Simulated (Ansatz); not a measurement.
A run for Ansatz (a program for electronic structure): U-CCSD(T)/def2-SVP on OH (SMILES [OH]).

Ansatz 0.2 input:
```yaml
crystal:
  periodic: [false, false, false]
  atoms:
    - {symbol: O, position_ang: [0.00000000, -0.00000000, 0.48836012]}
    - {symbol: H, position_ang: [-0.00000000, 0.00000000, -0.48836012]}
basis:
  gaussian:
    orbitals: def2-SVP
magnetization: {spin_polarized: true, initial_magnetization: 1}
correlation: {method: ccsd_t, electrons: outside_noble_gas}
scf: {omitted_lower_state_checks: [cluster_reference]}
```

Output:

```
WARN ansatz: RAYON_NUM_THREADS=4 ignored (pool sized by the plan → 4); use --threads N
Functional definition: HF
these checks for a lower state are left out or cut short: cluster_reference
integrals: 0.00 GiB planned
183 factors; integrals over basis functions are off by at most 1.2e-3 eV
mean field: 0.04 GiB planned
mean field evaluation 1: about -2049.2364 eV, gradient 1.1e1 eV
mean field evaluation 2: about -2049.2365 eV, gradient 1.1e1 eV
mean field evaluation 4: about -2049.6891 eV, gradient 9.7e-1 eV
mean field evaluation 8: about -2049.6941 eV, gradient 2.9e-4 eV
mean field evaluation 16: about -2049.6941 eV, gradient 2.0e-5 eV
mean field -2049.69410512 eV, -75.3248690306 hartree, gradient 8.6e-7 eV, S^2 0.754904; 2 other end points of the search recorded, 0 dependent functions left out
1 core orbitals not correlated
reference -2049.69410512 eV, -75.3248690306 hartree; 4, 3 occupied and 14, 15 virtual orbitals, 183 factors
second order -4.04717330 eV of doubles, -0.00000000 eV of singles
coupled cluster: 0.05 GiB planned
cycle   1  -4.34392780 eV  change   -3.0e-1 eV  update   2.9e-2
cycle   2  -4.43988664 eV  change   -9.6e-2 eV  update   1.0e-2
cycle   3  -4.44983783 eV  change   -1.0e-2 eV  update   3.4e-3
cycle   4  -4.44994678 eV  change   -1.1e-4 eV  update   1.5e-3
cycle   5  -4.45031236 eV  change   -3.7e-4 eV  update   6.0e-4
cycle   6  -4.45046183 eV  change   -1.5e-4 eV  update   1.9e-4
cycle   7  -4.45043819 eV  change    2.4e-5 eV  update   5.8e-5
cycle   8  -4.45043505 eV  change    3.1e-6 eV  update   1.6e-5
cycle   9  -4.45043450 eV  change    5.5e-7 eV  update   3.8e-6
perturbative correction -0.04813175 eV, -0.0017688090 hartree
Total energy: -2054.19267136 eV, -75.4901882908 hartree
Checks for a lower state left out: cluster_reference
```

The run converged.

Cost: very roughly 0.5 core-seconds.
